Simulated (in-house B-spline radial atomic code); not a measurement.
Orbital energies and mean radii along the 1-electron series, configuration 1s1. The effective charge is n√(-2ε), a non-relativistic measure. Computed with an all-electron radial atomic-structure program (B-spline basis): non-relativistic Hartree-Fock, average of the configuration, point nuclei.

This level leaves out relativity, spin-orbit splitting included, which matters for heavy ions.

```
  ion   Z  energy of 1s (Eh)  mean radius of 1s (bohr)  effective charge of 1s
Ni27+  28               -392                  0.053571                      28
Cu28+  29             -420.5                  0.051724                      29
Zn29+  30               -450                      0.05                      30
Ga30+  31             -480.5                  0.048387                      31
Ge31+  32               -512                  0.046875                      32
As32+  33             -544.5                  0.045455                      33
Se33+  34               -578                  0.044118                      34
Br34+  35             -612.5                  0.042857                      35
Kr35+  36               -648                  0.041667                      36
Rb36+  37             -684.5                  0.040541                      37
Sr37+  38               -722                  0.039474                      38
Zr39+  40               -800                    0.0375                      40
Nb40+  41             -840.5                  0.036585                      41
Mo41+  42               -882                  0.035714                      42
Tc42+  43             -924.5                  0.034884                      43
```

**Question.** How does the screening of 1s change?

**Answer.** Z less the effective charge goes from 0.00 at Z = 28 to 0.00 at Z = 43.
